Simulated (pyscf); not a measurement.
HN=W(F)(F)(F)–F (SMILES [NH]=[W]([F])([F])([F])[F]), singlet

Gas-phase minimum from PySCF at ωB97X-D3(BJ)/def2-SVP, one conformer. 

SMILES: [F][W]([F])([F])(=[NH])[F]
```xyz
7

N     -0.1332     0.0241    -1.9231
W     -1.1661    -0.9567    -0.9983
F     -0.9960    -0.3268     0.7495
F     -0.1088    -2.3921    -0.4487
F     -1.9261    -2.1470    -2.2172
F     -2.8128    -0.0802    -1.0195
H      0.4786     0.6120    -2.4783
```

Bonded distances (Å): N1–W2 1.698, N1–H7 1.014, W2–F3 1.866, W2–F4 1.866, W2–F5 1.866, W2–F6 1.866. Bond angles (°): W2–N1–H7 179.6, N1–W2–F3 105.1, N1–W2–F4 105.1, N1–W2–F5 105.1, N1–W2–F6 105.0, F3–W2–F4 86.1, F3–W2–F5 149.9, F3–W2–F6 86.1, F4–W2–F5 86.1, F4–W2–F6 149.9, F5–W2–F6 86.1.

Properties at ωB97X-D3(BJ)/def2-SVP:

```yaml
harmonic_wavenumbers_unscaled: 122, 233, 233, 250, 290, 290, 334, 550, 550, 655, 709, 709, 736, 1149, 3708 cm⁻¹
zero_point_energy: 15.0 kcal/mol
rotational_symmetry_number: 4
Entropy of this conformer at 298 K and 1 atm, rigid rotor and harmonic oscillator, modes under 100 cm⁻¹ raised to 100: 345.2 J/(mol K)
dipole_moment: 2.73 D
```

Single-point totals, which compare only within one level:

```json
[
 {"level": "ωB97X-D3(BJ)/def2-TZVP", "total energy (hartree)": "-522.32055"},
 {"level": "PBE/def2-TZVP", "total energy (hartree)": "-521.89321"},
 {"level": "r²SCAN/def2-TZVP", "total energy (hartree)": "-522.13271"},
 {"level": "B3LYP-D3(BJ)/def2-TZVP", "total energy (hartree)": "-522.30086"},
 {"level": "PBE0-D3(BJ)/def2-TZVP", "total energy (hartree)": "-521.81400"},
 {"level": "M06-2X/def2-TZVP", "total energy (hartree)": "-521.97267"},
 {"level": "ωB97M-D3(BJ)/def2-TZVP", "total energy (hartree)": "-522.29371"}
]
```

Elements past Kr carry the def2 core potentials, without spin-orbit coupling.
